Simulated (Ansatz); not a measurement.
`C[Si](C)(Cl)CCCCCCCCCCCOc1ccccc1` was relaxed with PBE-D4 (def2-SVP) in Ansatz in these states: charge +1 doublet, neutral singlet. The geometries follow in no particular order.

Single mean-field runs in def2-SVP are fitted with def2-universal-jkfit.

A:

```xyz
55

C    -7.7002    1.2174    0.9271
Si   -6.1111    0.8065    0.0212
C    -6.3078    0.6474   -1.8382
Cl   -4.7011    2.3184    0.4107
C    -5.3450   -0.7980    0.7665
C    -4.0092   -1.1999    0.1575
C    -3.4079   -2.4411    0.8539
C    -2.0699   -2.8875    0.2403
C    -0.9313   -1.8601    0.2699
C    -0.5564   -1.3558    1.6681
C     0.6152   -0.3632    1.6957
C     1.9629   -0.9582    1.2658
C     3.1668   -0.0248    1.4525
C     3.1125    1.2466    0.5986
C     4.3381    2.1458    0.7470
O     5.5554    1.4633    0.3578
C     5.9572    1.3983   -0.9108
C     7.1708    0.6676   -1.1194
C     7.6904    0.5447   -2.4018
C     7.0197    1.1386   -3.4956
C     5.8177    1.8586   -3.2902
C     5.2779    1.9962   -2.0144
H    -7.5268    1.3277    2.0157
H    -8.4505    0.4157    0.7671
H    -8.1188    2.1699    0.5426
H    -6.9875   -0.1959   -2.0803
H    -6.7462    1.5782   -2.2524
H    -5.3341    0.4718   -2.3361
H    -6.1303   -1.5746    0.6196
H    -5.2641   -0.6067    1.8589
H    -3.2943   -0.3535    0.2363
H    -4.1233   -1.4158   -0.9273
H    -3.2856   -2.2251    1.9376
H    -4.1337   -3.2798    0.7927
H    -2.2418   -3.2069   -0.8106
H    -1.7460   -3.8025    0.7871
H    -1.1863   -0.9897   -0.3780
H    -0.0431   -2.3243   -0.2118
H    -1.4384   -0.8661    2.1344
H    -0.3170   -2.2260    2.3211
H     0.7179    0.0405    2.7275
H     0.3582    0.5101    1.0540
H     2.1472   -1.8853    1.8512
H     1.9182   -1.2794    0.2012
H     4.0991   -0.5806    1.2156
H     3.2496    0.2640    2.5246
H     2.9742    0.9852   -0.4747
H     2.2366    1.8712    0.8769
H     4.5127    2.4025    1.8101
H     4.2419    3.0885    0.1707
H     7.6621    0.2240   -0.2412
H     8.6243   -0.0132   -2.5654
H     7.4333    1.0443   -4.5119
H     5.3031    2.3150   -4.1490
H     4.3447    2.5560   -1.8682
```

B:

Cartesian coordinates in Å:
```
C -7.7230 -0.6957 0.3293
Si -5.9671 -0.4772 0.9696
C -5.8750 -0.7307 2.8330
Cl -4.7739 -1.9743 0.0751
C -5.2432 1.1860 0.4413
C -3.7696 1.4041 0.8134
C -3.1977 2.7308 0.3009
C -1.7378 2.9916 0.7015
C -0.7196 1.9357 0.2427
C -0.6512 1.7359 -1.2758
C 0.3716 0.6879 -1.7362
C 1.8358 1.0560 -1.4628
C 2.8598 0.0810 -2.0570
C 2.8119 -1.3300 -1.4603
C 3.9198 -2.2432 -1.9861
O 5.2303 -1.7341 -1.7402
C 5.7793 -1.8479 -0.4968
C 7.0275 -1.2106 -0.3216
C 7.6893 -1.2826 0.9076
C 7.1234 -1.9885 1.9847
C 5.8845 -2.6193 1.8093
C 5.2050 -2.5545 0.5810
H -7.7575 -0.5949 -0.7741
H -8.3939 0.0722 0.7680
H -8.1218 -1.6951 0.5961
H -6.4794 0.0381 3.3583
H -6.2641 -1.7293 3.1158
H -4.8300 -0.6560 3.1944
H -5.8819 1.9864 0.8822
H -5.3752 1.2710 -0.6608
H -3.1729 0.5559 0.4133
H -3.6476 1.3587 1.9197
H -3.3013 2.7627 -0.8070
H -3.8277 3.5669 0.6776
H -1.6804 3.0829 1.8091
H -1.4316 3.9841 0.3023
H -0.9433 0.9577 0.7255
H 0.2811 2.2300 0.6255
H -1.6534 1.4375 -1.6529
H -0.4244 2.7119 -1.7639
H 0.2478 0.5195 -2.8296
H 0.1276 -0.2850 -1.2534
H 2.0295 2.0729 -1.8714
H 2.0105 1.1350 -0.3665
H 3.8829 0.4873 -1.9106
H 2.7144 0.0159 -3.1602
H 2.8738 -1.2662 -0.3517
H 1.8409 -1.8224 -1.6854
H 3.8554 -2.3181 -3.0915
H 3.8192 -3.2756 -1.5814
H 7.4553 -0.6664 -1.1763
H 8.6633 -0.7832 1.0261
H 7.6446 -2.0428 2.9517
H 5.4262 -3.1744 2.6426
H 4.2346 -3.0576 0.4762
```

Problem. Judge from the bond lengths which geometry belongs to which state (an estimate).

Solution. A is the charge +1 doublet (Si2–C5 1.928 Å, O16–C17 1.332 Å, C15–O16 1.449 Å); B is the neutral singlet (Si2–C5 1.889 Å, O16–C17 1.364 Å, C15–O16 1.427 Å).

At PBE-D4/def2-SVP the gap within one spin of the relaxed charge 1 doublet nearly closes, so an electron or hole may be smeared out by delocalisation error.
